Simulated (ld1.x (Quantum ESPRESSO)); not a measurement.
**technetium (Tc): one change to a TM potential, before and after**

ld1.x (Quantum ESPRESSO) 7.5 input, shortened:

```
&input
   title='Tc', zed=43., rel=1, dft='PBE', iswitch=3,
   config='[Kr] 4d5 5s2 5p0'
 /
 &inputp
   pseudotype=2, tm=.true., lloc=1,
   nlcc=.true.
 /
3
5S  1  0   2.00   0.00  2.30  2.30  0.0
4D  3  2   5.00   0.00  2.30  2.30  0.0
5P  2  1   0.00   0.00  2.95  2.95  0.0
 &test
   configts(1)='4d5 5s2 5p0'
 /
```

Change: wave 4d (bound): rc 2.30 bohr becomes 4d (bound): rc 1.80 bohr.

Cutoffs: the cutoffs (Ry, on a coarse ladder) from which the occupation-weighted sum of valence levels, in a spherical-Bessel basis at the reference potential, stays within 10 and 1 mRy of its value at 400 Ry; they do not see the model core or the augmentation charge, which bear on the density cutoff. Errors are all-electron minus pseudo energies relative to the spin-unpolarised reference configuration.

Q: How do hardness, ghosts and transferability respond?

A: The potential gets harder (35 Ry and 45 Ry → 45 Ry and 55 Ry); of the 7 tests that both files solve, the error grows in 1 and shrinks in 0 by more than 15 % and 0.3 meV (median size 54.7 → 57.0 meV); neither file shows a bound ghost. A smaller radius makes the pseudo-wave follow the all-electron one further in, where it bends more sharply, so more plane waves are needed.

| quantity | base | changed |
| --- | --- | --- |
| cutoff, loose | 35 Ry | 45 Ry |
| cutoff, tight | 45 Ry | 55 Ry |
| loose cutoff by channel (10 mRy a level) | s 6 Ry, d 35 Ry | s 6 Ry, d 40 Ry |
| bound ghosts | none | none |
| error for 4d5 5s1 5p0, meV [ΔE 8.15 eV] | -6.6 | -7.3 |
| error for 4d5 5s0 5p0, meV [ΔE 23.00 eV] | -55 | -57 |
| error for 4d4 5s0 5p0, meV [ΔE 51.71 eV] | -343 | -349 |
| error for 4d5 5s0 5p1, meV [ΔE 12.74 eV] | -18 | -19 |
| error for 4d4 5s2 5p0, meV [ΔE 11.64 eV] | -97 | -113 |
| error for 4d5 5s0 5p2, meV [ΔE 7.71 eV] | -14 | -14 |
| error for 4d6 5s0 5p0, meV [ΔE 6.17 eV] | -181 | -203 |
| s: phases at 3.18 bohr within 0.05 rad from the reference energy up to (Ry; the scan ends near 5) | 0.8 | 0.8 |
| p: phases at 3.18 bohr within 0.05 rad from the reference energy up to (Ry; the scan ends near 5) | 2.1 | 2.1 |
| d: phases at 3.18 bohr within 0.05 rad from the reference energy up to (Ry; the scan ends near 5) | 0.3 | 0.3 |
